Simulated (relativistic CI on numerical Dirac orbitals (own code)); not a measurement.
Computed by Dirac-Coulomb-Breit CI, orbitals from a KLI potential per configuration, QED by a radiative potential, valence Slater integrals scaled by 0.85, P86 correlation energy added to each configuration (own radial code, finite nucleus).

CI space (outside the closed core [Ar]): 3d²4s², 3d³4s, 3d²4s4p, 3d³4p, 3d⁴, 3d²4s4d, 3d4s²4p, 3d³4d, 3d²4s5s, 3d²4s5p, 3d²4s6s, 3d4s²6s, 3d³5s, 3d²4s4f, 3d²4s6p, 3d²4s5d, 3d4s²4f, 3d4s²6p, 3d4s²5d, 3d²4s7s, 3d4s²7s, 3d²4s7p, 3d²4s5f, 3d²4s6d, 3d²4s5g, 3d4s²7p, 3d4s²5f, 3d4s²6d, 3d4s²5g, 3d²4s7d, 3d³5p, 3d4s²7d, 3d²4p², 3d4p³, 3d²4d², 3d4p4d², 3d4s4p², 3d4p²4d, 4s4p³, 3d4p²5s, 3d4p²5p, 4s²4p², 4s4p²4d, 4s4p²5s, 4s4p²5p. Double excitations out of closed p, d and f shells are left out; levels of such configurations are missing from the list, as are those of other unlisted configurations, and high levels can miss mixing partners. These lack a partner that the ground configuration has and come out too high: 3d4s²6s, 3d4s²4f, 3d4s²6p, 3d4s²5d, 3d4s²7s.

For a near-neutral ion this model can misplace configurations by up to about 10,000 cm⁻¹ (more where the count of f electrons changes) and terms by 10 to 25 % of their spread. Rates follow the energies as ν³ (E1, M1) or ν⁵ (E2), so they and the lifetimes can be off by large factors. The fine structure of a lone outer electron comes out too small, for d and f at times inverted, and misplaced configurations move strength between like terms. 55 of the 77 excited levels that our extract of the measured tables holds in this range could be paired (the sources list more); they are missed by 1489 cm⁻¹ on average and 2252 at most, and levels without a partner can miss by more.

Outline of the computed level scheme of Ti I. Lowest level of each configuration: 3d²4s² ³F2 at 0.0000 eV; 3d³4s ⁵F1 at 1.0147 eV; 3d²4s4p ⁵G°2 at 1.7003 eV.

Some strong electric-dipole decays among the lowest 45 levels: 3d²4s4p ³D°1 → 3d²4s² ³F2 (2.9e+06 s⁻¹); 3d²4s4p ³F°2 → 3d²4s² ³F2 (2.7e+06 s⁻¹); 3d²4s4p ³F°4 → 3d²4s² ³F4 (2.7e+06 s⁻¹); 3d²4s4p ³F°3 → 3d²4s² ³F3 (2.6e+06 s⁻¹); 3d²4s4p ³D°2 → 3d²4s² ³F3 (2.5e+06 s⁻¹); 3d²4s4p ³D°3 → 3d²4s² ³F4 (2.4e+06 s⁻¹); 3d²4s4p ³G°4 → 3d²4s² ³F3 (1.7e+06 s⁻¹); 3d²4s4p ³G°3 → 3d²4s² ³F2 (1.6e+06 s⁻¹).

Rates of lines that live on the mixing of spin multiplicities can be off by large factors.
